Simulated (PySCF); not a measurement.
BH3N, SMILES B[NH] (connectivity only; charge and spin as stated), charge -1, multiplicity 1. Atoms are numbered in the order given.

```xyz
5

B     -0.0261    -0.6662     0.0000
N      0.1520     0.6911     0.0000
H      0.9435    -1.4330     0.0000
H     -1.1289    -1.2462     0.0000
H     -0.7482     1.1722     0.0000
```
Charge -1, spin multiplicity 1.

The structure is a stationary point at PBE0-D3(BJ)/def2-TZVPD. The spin state was assumed, not searched. The isomer is the one that the SMILES or the coordinates give; other isomers of the formula were not compared.

These are HF/def2-TZVPD in PySCF values and carry that method's errors.

Mulliken values depend strongly on the basis, most of all with diffuse functions as here. ESP charges are fitted to the potential on shells at 1.4 to 2.0 van der Waals radii. Atomic charges (e):

| atom | Mulliken | ESP fit | meta-Löwdin |
|---|---|---|---|
| B1 | -0.28 | 0.31 | ___ |
| N2 | -0.61 | -1.14 | ___ |
| H3 | -0.09 | -0.21 | ___ |
| H4 | -0.10 | -0.27 | ___ |
| H5 | 0.09 | 0.31 | ___ |

Q: What belongs in the gaps? (The exact figures need the calculation; the answer reports its results.)

A: 
- B1, meta-Löwdin: -0.16
- N2, meta-Löwdin: -0.71
- H3, meta-Löwdin: -0.12
- H4, meta-Löwdin: -0.14
- H5, meta-Löwdin: 0.14
